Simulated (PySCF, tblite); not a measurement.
Isomers of C6H11O2 (doublet state), one GFN2-xTB conformer each. Single-point energies are computed at B3LYP/pcH-1 (PySCF, gas phase, no added dispersion term), electronic only. GFN2-xTB treats the open shell by occupation alone, and not every SCF solution was tested for stability.

Problem. Rank them by B3LYP/pcH-1 energy, lowest first (kcal/mol).
A. `[CH3:1]/[C:2](=[C:3]\[OH:4])[O:5][CH:6]([CH3:7])[CH3:8]` (doublet state) with C2–C3–O4–H 140°, C1–C2–O5–C6 173°, C2–O5–C6–C7 161°
B. `[CH3:1][CH2:2][C@@H:3]1[CH2:4][O:5][C@H:6]1[CH:7][OH:8]` (doublet state) with C1–C2–C3–C4 171°, O5–C6–C7–O8 24°, C6–C7–O8–H -17°

Solution. B (0.0), A (4.7).

As drawn, the lower has a four-membered ring, which the higher lacks. Neighbours under 5.0 kcal/mol apart (CC[C@@H]1CO[C@H]1[CH]O and C/C(=[C]\O)OC(C)C) can change places with a better method, another conformer or zero-point energy. GFN2-xTB itself gives, in the same order: 0.0, 11.9. Both levels put the same isomer lowest.

Problem. What happens when harmonic zero-point energies from GFN2-xTB frequencies are added?

Solution. 
| SMILES | ZPE (kcal/mol) | electronic (kcal/mol) | with ZPE (kcal/mol) |
| --- | --- | --- | --- |
| CC[C@@H]1CO[C@H]1[CH]O | 99.8 | 0.0 | 0.0 |
| C/C(=[C]\O)OC(C)C | 98.4 | 4.7 | 3.3 |

The zero-point energies span 1.4 kcal/mol. The order is unchanged.
